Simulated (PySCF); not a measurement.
Compound: C6H9P.
Cartesian coordinates in Å at the PBE0-D3(BJ)/def2-SVP level; atoms count from 1:
```
atom  x, y, z in Å
C1    -2.6096    1.3239    0.1589
C2    -1.4428    1.3055    0.8090
P3    -0.6165   -0.1564    1.5146
C4    -1.3213   -1.5332    0.5074
C5     0.9875    0.0218    0.7887
C6     2.1361    0.1392    0.3998
C7     3.5015    0.2783   -0.0726
H8    -3.0693    2.2677   -0.1496
H9    -3.1560    0.4102   -0.0940
H10   -0.9402    2.2517    1.0453
H11   -2.3519   -1.7280    0.8402
H12   -0.7272   -2.4376    0.7019
H13   -1.3132   -1.3118   -0.5699
H14    4.2170    0.3074    0.7645
H15    3.7781   -0.5654   -0.7244
H16    3.6240    1.2043   -0.6564
```

Computed, not measured: PySCF, PBE0-D3(BJ)/def2-SVP geometry optimisation, gas phase.

Take the most abundant isotopes and a rigid rotor. The values belong to one conformer with, in the numbering `[CH2:1]=[CH:2][P:3]([CH3:4])[C:5]#[C:6][CH3:7]`, C1–C2–P3–C4 24°.

Question: What are A, B and C (GHz)?

Answer: Ia = 127.74, Ib = 464.74, Ic = 526.80 u·Å²; 505379 MHz·u·Å²/I gives 3956, 1087 and 959.3 MHz, that is A = 3.9563, B = 1.0874, C = 0.9593 GHz.

Question: What kind of rotor is it?

Answer: A near-prolate asymmetric top. Ray's parameter κ = (2B − A − C)/(A − C) = -0.915; −1 is the prolate and +1 the oblate limit.

Question: What does the inertial defect say?

Answer: Not planar: Δ = Ic − Ia − Ib = -65.68 u·Å². For a rigid frame Δ = −2 Σ m c², so Σ m c² = 32.84 u·Å² lies off the ab plane: 7.74 from hydrogen and 25.10 from heavier atoms. The atom farthest from that plane is 1.69 Å away.

Question: Give the other two planar moments, Paa and Pbb, and the rms extents of the mass along the axes.

Answer: Paa = Σ m a² = (Ib + Ic − Ia)/2 = 431.90 and Pbb = Σ m b² = (Ia + Ic − Ib)/2 = 94.90 u·Å². With the mass M = 112.04 u, the rms extents √(P/M) along a, b and c are 1.96, 0.92, 0.54 Å.

Question: Which types of transition are allowed, and where do some lines up to J = 2 fall?

Answer: The dipole components are |μa| = 0.79 D, |μb| = 0.19 D, |μc| = 1.25 D. The squared components, which scale the intensities, stand as 0.40 : 0.02 : 1.00 (a : b : c). Some lines, for components of 0.1 D or more:

```json
{"type": "a", "branch": "Q", "J(Ka,Kc)": "2(1,1) ← 2(1,2)", "MHz": "384", "lower level (cm⁻¹)": "0.296"}
{"type": "b", "branch": "R", "J(Ka,Kc)": "2(0,2) ← 1(1,1)", "MHz": "1221", "lower level (cm⁻¹)": "0.164"}
{"type": "a", "branch": "R", "J(Ka,Kc)": "1(0,1) ← 0(0,0)", "MHz": "2047", "lower level (cm⁻¹)": "0.000"}
{"type": "c", "branch": "Q", "J(Ka,Kc)": "2(1,2) ← 2(0,2)", "MHz": "2745", "lower level (cm⁻¹)": "0.205"}
{"type": "c", "branch": "Q", "J(Ka,Kc)": "1(1,1) ← 1(0,1)", "MHz": "2869", "lower level (cm⁻¹)": "0.068"}
{"type": "b", "branch": "Q", "J(Ka,Kc)": "1(1,0) ← 1(0,1)", "MHz": "2997", "lower level (cm⁻¹)": "0.068"}
{"type": "b", "branch": "Q", "J(Ka,Kc)": "2(1,1) ← 2(0,2)", "MHz": "3129", "lower level (cm⁻¹)": "0.205"}
{"type": "a", "branch": "R", "J(Ka,Kc)": "2(1,2) ← 1(1,1)", "MHz": "3965", "lower level (cm⁻¹)": "0.164"}
{"type": "a", "branch": "R", "J(Ka,Kc)": "2(0,2) ← 1(0,1)", "MHz": "4089", "lower level (cm⁻¹)": "0.068"}
{"type": "a", "branch": "R", "J(Ka,Kc)": "2(1,1) ← 1(1,0)", "MHz": "4222", "lower level (cm⁻¹)": "0.168"}
{"type": "b", "branch": "R", "J(Ka,Kc)": "1(1,1) ← 0(0,0)", "MHz": "4916", "lower level (cm⁻¹)": "0.000"}
{"type": "c", "branch": "R", "J(Ka,Kc)": "1(1,0) ← 0(0,0)", "MHz": "5044", "lower level (cm⁻¹)": "0.000"}
{"type": "b", "branch": "R", "J(Ka,Kc)": "2(1,2) ← 1(0,1)", "MHz": "6834", "lower level (cm⁻¹)": "0.068"}
{"type": "c", "branch": "R", "J(Ka,Kc)": "2(1,1) ← 1(0,1)", "MHz": "7219", "lower level (cm⁻¹)": "0.068"}
{"type": "c", "branch": "Q", "J(Ka,Kc)": "2(2,1) ← 2(1,1)", "MHz": "8607", "lower level (cm⁻¹)": "0.309"}
{"type": "b", "branch": "Q", "J(Ka,Kc)": "2(2,0) ← 2(1,1)", "MHz": "8611", "lower level (cm⁻¹)": "0.309"}
{"type": "b", "branch": "Q", "J(Ka,Kc)": "2(2,1) ← 2(1,2)", "MHz": "8991", "lower level (cm⁻¹)": "0.296"}
{"type": "b", "branch": "R", "J(Ka,Kc)": "2(2,1) ← 1(1,0)", "MHz": "12828", "lower level (cm⁻¹)": "0.168"}
{"type": "c", "branch": "R", "J(Ka,Kc)": "2(2,0) ← 1(1,0)", "MHz": "12832", "lower level (cm⁻¹)": "0.168"}
{"type": "c", "branch": "R", "J(Ka,Kc)": "2(2,1) ← 1(1,1)", "MHz": "12956", "lower level (cm⁻¹)": "0.164"}
{"type": "b", "branch": "R", "J(Ka,Kc)": "2(2,0) ← 1(1,1)", "MHz": "12960", "lower level (cm⁻¹)": "0.164"}
```

Question: Estimate the classical rotational partition function at 10 K, 200 K and 500 K.

Answer: Point group C1, symmetry number σ = 1; q = (√π/σ)·√((kT/h)³/(ABC)), k/h = 20836.6 MHz/K: 2620 at 10 K, 235000 at 200 K, 928000 at 500 K.

Whether it is a minimum is left open (no frequencies). Constants of a rigid frame at the computed geometry: no zero-point averaging, no centrifugal distortion. A rigid rotor knows nothing of internal rotation, which can split or shift real lines.

Time: 88 s of wall time. Hardware: one thread of an Arm Neoverse N1 (shared host). This is the geometry optimisation.
